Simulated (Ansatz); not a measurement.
BCl$_{2}$H$_{2}$InO, SMILES `[OH][InH][B](Cl)Cl`. The species carries charge 0 and has multiplicity 1. In: def2 effective core potential.

```xyz
7

O     2.089    0.741    0.062
In    0.585   -0.397    0.712
B    -1.364   -0.165   -0.407
Cl   -2.535    1.044    0.060
Cl   -1.743   -1.176   -1.780
H     1.858    1.302   -0.681
H     1.109   -1.348    2.033
```

**Question.** What are the harmonic wavenumbers in cm⁻¹ at PBE0-D4/def2-TZVP (Ansatz, finite differences of forces, unscaled)? (Estimate.)

**Answer.** Computed: 23, 79, 98, 173, 323, 343, 361, 444, 485, 591, 786, 843, 906, 1857, 3898.

**Question.** Is this a minimum?

**Answer.** Yes, all 15 modes are real.

**Question.** Give the ideal-gas thermochemistry at 298.15 K and 1 bar (rigid rotor, harmonic oscillator; point group Cs, symmetry number 1).

**Answer.** Zero-point energy 67.1 kJ/mol; H(298) − E = 90.1 kJ/mol; entropy 393.6 J/(mol·K), of which translation 175.8, rotation 124.3, vibration 93.4; G(298) − E = -27.3 kJ/mol. Modes under 100 cm⁻¹ are hindered rotations or soft bends, so the harmonic entropy is rough.

**Question.** And at 400, 500, 600, 800 and 1000 K?

**Answer.** 
| T (K) | H − E (kJ/mol) | S (J/mol/K) | G − E (kJ/mol) |
| --- | --- | --- | --- |
| 400 | 101.8 | 427.2 | -69.1 |
| 500 | 114.1 | 454.7 | -113.2 |
| 600 | 127.1 | 478.3 | -159.9 |
| 800 | 154.2 | 517.2 | -259.6 |
| 1000 | 182.3 | 548.6 | -366.3 |
